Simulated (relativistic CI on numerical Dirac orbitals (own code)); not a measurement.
# Line list: Electric-dipole lines, Pb XLVI

Calculated at this level of theory: Dirac-Coulomb-Breit CI, separate exchange-only KLI orbitals for each configuration, model QED, unscaled Slater integrals (own radial code, finite nucleus).

CI space (outside the closed core [Ar] 3d10): 4s²4p⁶4d, 4s²4p⁶4f, 4s²4p⁵4d², 4s4p⁶4d², 4s²4p⁵4d4f, 4s4p⁶4d4f, 4s²4p⁶5s, 4s²4p⁶5p, 4p⁶4d³, 4p⁵4d⁴, 4p⁵4d³4f, 4s4p⁶4f², 4s4p⁵4f³, 4p⁶4f³. Double excitations out of closed p, d and f shells are left out; levels of such configurations are missing from the list, as are those of other unlisted configurations, and high levels can miss mixing partners.

```csv
λ vac (Å),Lower,Upper,A (s⁻¹),E lower (10³ cm⁻¹),E upper (10³ cm⁻¹)
32.654,4s²4p⁶4d ²D3/2 [1],4s²4p⁵4d² ⁴D°3/2 [39],1.63e+12,0.0,3062.4
32.966,4s²4p⁶4d ²D3/2 [1],4s²4p⁵4d² ²D°3/2 [37],4.96e+12,0.0,3033.5
33.293,4s²4p⁶4d ²D5/2 [2],4s²4p⁵4d² ²P°3/2 [44],4.15e+12,268.4,3272.1
33.529,4s²4p⁶4d ²D5/2 [2],4s²4p⁵4d² ²F°7/2 [43],3.64e+12,268.4,3250.9
33.549,4s²4p⁶4d ²D3/2 [1],4s²4p⁵4d² ²P°1/2 [35],3.17e+12,0.0,2980.7
33.579,4s²4p⁶4d ²D5/2 [2],4s²4p⁵4d² ²D°5/2 [42],4.74e+12,268.4,3246.5
35.588,4s²4p⁶4d ²D3/2 [1],4s²4p⁵4d² ⁴G°5/2 [34],1.51e+12,0.0,2809.9
40.029,4s²4p⁵4d² ⁴D°3/2 [3],4s4p⁶4d² ⁴F3/2 [104],1.49e+12,1467.5,3965.7
40.604,4s²4p⁵4d² ²H°11/2 [13],4s4p⁶4d² ²G9/2 [130],1.26e+12,1778.9,4241.6
45.206,4s²4p⁶4d ²D3/2 [1],4s²4p⁶4f ²F°5/2 [30],2.11e+12,0.0,2212.1
46.161,4s²4p⁵4d² ⁴F°5/2 [5],4s²4p⁵4d4f ⁴G7/2 [68],6.87e+11,1500.9,3667.3
46.584,4s²4p⁵4d² ²G°7/2 [6],4s²4p⁵4d4f ²H9/2 [67],8.35e+11,1515.3,3662.0
47.200,4s²4p⁵4d² ⁴D°3/2 [3],4s²4p⁵4d4f ⁴F5/2 [58],6.97e+11,1467.5,3586.1
47.342,4s²4p⁵4d² ²H°11/2 [13],4s²4p⁵4d4f ⁴H13/2 [93],9.50e+11,1778.9,3891.1
49.490,4s²4p⁶4d ²D5/2 [2],4s²4p⁵4d² ²D°5/2 [33],1.53e+12,268.4,2289.0
49.807,4s²4p⁶4d ²D5/2 [2],4s²4p⁶4f ²F°7/2 [32],1.09e+12,268.4,2276.1
49.850,4s²4p⁵4d² ⁴G°11/2 [22],4s²4p⁵4d4f ²I13/2 [111],9.95e+11,2006.1,4012.2
49.894,4s²4p⁶4d ²D5/2 [2],4s²4p⁵4d² ²P°3/2 [31],1.19e+12,268.4,2272.7
50.950,4s²4p⁶4d ²D3/2 [1],4s²4p⁵4d² ²D°3/2 [21],1.01e+12,0.0,1962.7
53.303,4s²4p⁶4f ²F°7/2 [32],4s²4p⁵4d4f ²G9/2 [125],1.30e+12,2276.1,4152.2
```

Terms are leading LS components. Brackets give the number of a level in order of energy, since labels repeat. The list gives strong lines, with weight on those to low levels, without lines whose two gauges differ by over a factor of 2.5, among the lowest 200 of 2140 levels, so that lines to higher ones, which can be the strongest, are missing. Levels whose partners in the same complex of configurations lie outside the list can be far off, and so can their lines. Rates are taken at the computed energies, electric ones in the length gauge.

At this charge energies of transitions that change n are usually good to better than 1 %, and those within a shell (Δn = 0) to a few per cent.

LS names give the leading component of a level, which can be under half, so a name can repeat, a term be missing and a line seem to break the LS rules.
